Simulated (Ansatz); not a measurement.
Total energies of B₂GaH₅Si, SMILES `[GaH2][B]1B[SiH2]1`.

```xyz
9

Ga    0.069    0.804    1.866
B     0.270   -0.611    0.408
B     0.060   -1.793   -0.485
Si   -0.070    0.181   -1.303
H     0.979    0.742    3.145
H    -0.954    1.987    1.710
H    -0.022   -2.657   -1.287
H     0.105   -0.275   -2.709
H    -0.436    1.622   -1.344
```

The species carries charge 0 and has multiplicity 1. Correlated methods include outer-core shells of Ga, which these sets cover unevenly. Scalar relativity is left out up to krypton. The geometry is a stationary point of PBE0-D4/def2-TZVP. Basis def2-TZVPP, the Gaussian-basis code of Ansatz.

RPA on PBE orbitals: Hartree–Fock energy of these orbitals -2264.29836 Eh, correlation -0.98196 Eh (frozen core).

```
             functional  energy without D4 (Eh)  D4 term (kJ/mol)
            LDA (SPW92)             -2262.18111                 –
                    PBE             -2266.43887             -20.6
                 revPBE             -2266.76087             -53.0
                   BLYP             -2267.00254             -44.2
                 B97M-V             -2266.56129                 –
                  B3LYP             -2267.05190             -33.8
                r2SCANh             -2266.88341              -5.1
                r2SCAN0             -2266.86264              -5.7
HSE06 (plane-wave form)             -2266.50697             -16.6
                  BHLYP             -2266.90815             -30.0
              CAM-B3LYP             -2267.04424             -18.2
                LC-ωPBE             -2266.56888                 –
                ωB97X-V             -2266.72899                 –
               PBE-QIDH             -2266.08141                 –
```

Problem. Give the same for r2SCAN, PBE0, ωB97M-V, B2PLYP. (Estimate.)

Solution. The calculation gave: 
```json
{"functional": "r2SCAN", "energy without D4 (Eh)": "-2266.89823", "D4 term (kJ/mol)": "-4.6"}
{"functional": "PBE0", "energy without D4 (Eh)": "-2266.51825", "D4 term (kJ/mol)": "-17.5"}
{"functional": "ωB97M-V", "energy without D4 (Eh)": "-2266.80384", "D4 term (kJ/mol)": "–"}
{"functional": "B2PLYP", "energy without D4 (Eh)": "-2266.42329", "D4 term (kJ/mol)": "–"}
```

B3LYP takes the VWN-RPA correlation (the form of Gaussian; ORCA's B3LYP/G). HSE06 is the plane-wave form, built on full-range PBE exchange. The double hybrids freeze the cores in their second-order part.

LC-ωPBE has ω = 0.4 bohr⁻¹.
